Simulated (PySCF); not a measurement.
BH5P2, SMILES B(P)P. Atoms are numbered in the order given.

```xyz
8

B      0.0809     0.7239     0.0000
H      0.0362     1.9137     0.0000
P     -0.1120    -0.1400    -1.6608
H      0.7662     0.6244    -2.4582
H      0.6934    -1.2903    -1.5124
P     -0.1120    -0.1400     1.6608
H      0.6934    -1.2903     1.5124
H      0.7662     0.6244     2.4582
```

Geometry optimised at B3LYP-D3(BJ)/def2-TZVP. The values are those of a single conformer.

These are HF/pcSseg-1 (PySCF) values and carry that method's errors.

GIAO shieldings, no solvent; atoms listed in one row are averaged. δ = σ(ref) − σ: ¹¹B against BF3 (σ = 102.7 ppm); ¹H against TMS (σ = 31.99 ppm); ³¹P against PH3 (σ = 598.4 ppm), references at their B3LYP-D3(BJ)/def2-TZVP geometries, non-relativistic.

Computed chemical shifts:
| nucleus | atoms | count | δ (ppm) |
|---|---|---|---|
| ¹¹B | B1 | 1 | 85.9 |
| ¹H | H2 | 1 | 9.24 |
| ¹H | H8, H4 | 2 | 3.34 |
| ¹H | H5, H7 | 2 | 3.18 |
| ³¹P | P3, P6 | 2 | 79.2 |
